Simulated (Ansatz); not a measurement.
Geometry optimisation, RKS B3LYP/6-31G* (Ansatz 0.2.0).

Input file:

```yaml
crystal:
  periodic: [false, false, false]
  atoms:
    - { symbol: B, position_ang: [0.0, 0.0, 0.0] }
    - { symbol: "N", position_ang: [0.0, 0.0, 1.9] }
    - { symbol: H, position_ang: [-0.877, -0.2713, 2.43] }
    - { symbol: H, position_ang: [0.877, 0.2713, 2.43] }
    - { symbol: "N", position_ang: [1.3423, 0.0, -0.775] }
    - { symbol: H, position_ang: [1.8089, -0.9179, -1.0268] }
    - { symbol: H, position_ang: [1.7937, 0.9179, -1.0532] }
    - { symbol: Cl, position_ang: [-1.6108, 0.0, -0.93] }
    - { symbol: S, position_ang: [-0.6372, 1.9782, 0.6906] }
    - { symbol: H, position_ang: [-1.9264, 2.2463, 0.2151] }
    - { symbol: H, position_ang: [-0.3497, 1.0857, 1.7562] }
basis:
  gaussian: { orbitals: "6-31G*" }
hamiltonian:
  xc: b3lyp
relax:
  f_tol: 0.15
  max_steps: 25
  restrain:
    - { distance: [0, 8], at: 3.09, k: 30.0 }
    - { distance: [10, 1], at: 2.26, k: 30.0 }
    - { distance: [0, 1], at: 1.55, k: 30.0 }
    - { distance: [10, 8], at: 1.4, k: 30.0 }
```

Run as:

```bash
$ ansatz run input.yaml --threads 2 --pin off --max-ram 3072MiB --backend cpu --events-out ev --progress --plain --runs-dir out
```

Q: Where does it end, and by what steps?

A: The forces met the threshold. The restraints hold the end off the free minimum. After 13 steps the energy has fallen by 5.283 eV (the restraints' own energy left out); H6 moved furthest, 1.38 Å. Parted: N2–H11 (1.15 → 2.26 Å).

```tsv
step	energy less start (eV)	largest force component (eV/Å)	accepted
0	0.0000	5.809	yes
1	-0.6531	3.634	yes
2	-1.5241	2.517	yes
3	-2.6939	2.376	yes
4	-4.0980	1.443	yes
5	-4.5776	1.413	yes
6	-4.7612	1.911	yes
7	-4.9033	2.105	yes
8	-4.9706	2.023	yes
9	-5.0273	2.421	yes
10	-5.1192	1.933	yes
11	-5.2377	1.817	yes
12	-5.2709	1.839	yes
13	-5.2834	1.822	yes
```

```xyz
11
Properties=species:S:1:pos:R:3
B 0.031 -0.188 0.170
N 0.016 -0.352 1.651
H -0.775 -0.816 2.077
H 0.882 -0.526 2.145
N 1.205 -0.036 -0.585
H 2.109 0.108 -0.158
H 1.168 0.246 -1.555
Cl -1.553 -0.351 -0.679
S -0.505 2.846 0.620
H -1.785 2.507 0.364
H -0.372 1.872 1.586
```

Time of the run: 37 s on 2 threads of AMD EPYC 7B13 (Zen 3), with other jobs on the host, peak memory 0.23 GiB.
